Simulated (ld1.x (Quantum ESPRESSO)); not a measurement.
# Reading a pseudo-wave (Ba (Z = 56))

Columns: radius, all-electron u(r) and pseudo u(r) of the 5s shell (level -45.98 eV) of barium in the configuration [Kr] 4d10 5s2 5p6 5d0 6s0 6p0; PBE, scalar-relativistic, RRKJ scheme, ld1.x (Quantum ESPRESSO) 7.5.

```json
{"r (bohr)": "0.140", "all-electron": "0.0914", "pseudo": "0.1087"}
{"r (bohr)": "0.280", "all-electron": "0.2052", "pseudo": "0.2161"}
{"r (bohr)": "0.420", "all-electron": "-0.3332", "pseudo": "0.3206"}
{"r (bohr)": "0.560", "all-electron": "-0.4887", "pseudo": "0.4209"}
{"r (bohr)": "0.700", "all-electron": "-0.2562", "pseudo": "0.5155"}
{"r (bohr)": "0.840", "all-electron": "0.1149", "pseudo": "0.6022"}
{"r (bohr)": "0.980", "all-electron": "0.4578", "pseudo": "0.6788"}
{"r (bohr)": "1.120", "all-electron": "0.7075", "pseudo": "0.7423"}
{"r (bohr)": "1.260", "all-electron": "0.8565", "pseudo": "0.7892"}
{"r (bohr)": "1.400", "all-electron": "0.9210", "pseudo": "0.8163"}
{"r (bohr)": "1.540", "all-electron": "0.9221", "pseudo": "0.8208"}
{"r (bohr)": "1.680", "all-electron": "0.8804", "pseudo": "0.8021"}
{"r (bohr)": "1.820", "all-electron": "0.8125", "pseudo": "0.7616"}
{"r (bohr)": "1.960", "all-electron": "0.7310", "pseudo": "0.7030"}
{"r (bohr)": "2.100", "all-electron": "0.6450", "pseudo": "0.6322"}
{"r (bohr)": "2.240", "all-electron": "0.5603", "pseudo": "0.5558"}
{"r (bohr)": "2.380", "all-electron": "0.4808", "pseudo": "0.4796"}
{"r (bohr)": "2.520", "all-electron": "0.4083", "pseudo": "0.4082"}
{"r (bohr)": "2.660", "all-electron": "0.3440", "pseudo": "0.3440"}
{"r (bohr)": "2.800", "all-electron": "0.2878", "pseudo": "0.2878"}
{"r (bohr)": "2.940", "all-electron": "0.2394", "pseudo": "0.2394"}
{"r (bohr)": "3.080", "all-electron": "0.1982", "pseudo": "0.1982"}
{"r (bohr)": "3.220", "all-electron": "0.1635", "pseudo": "0.1635"}
{"r (bohr)": "3.360", "all-electron": "0.1343", "pseudo": "0.1343"}
{"r (bohr)": "3.500", "all-electron": "0.1100", "pseudo": "0.1100"}
{"r (bohr)": "3.640", "all-electron": "0.0898", "pseudo": "0.0898"}
```

How many radial nodes do the two functions have?

The all-electron 5s function has n − l − 1 = 4 (the table is too coarse to show those close to the nucleus); the pseudo-wave has 0, since the states of the same l below it are removed with the core.

At about which radius was the pseudo-wave matched?

2.80 bohr. The columns agree to 0.0005 from 2.52 bohr on; several derivatives are matched, so the curves merge somewhat inside the radius.

Is the pseudo-wave norm-conserving?

Yes: the RRKJ scheme keeps the norm inside the radius equal to the all-electron one, which fixes the energy derivative of the logarithmic derivative at the level.
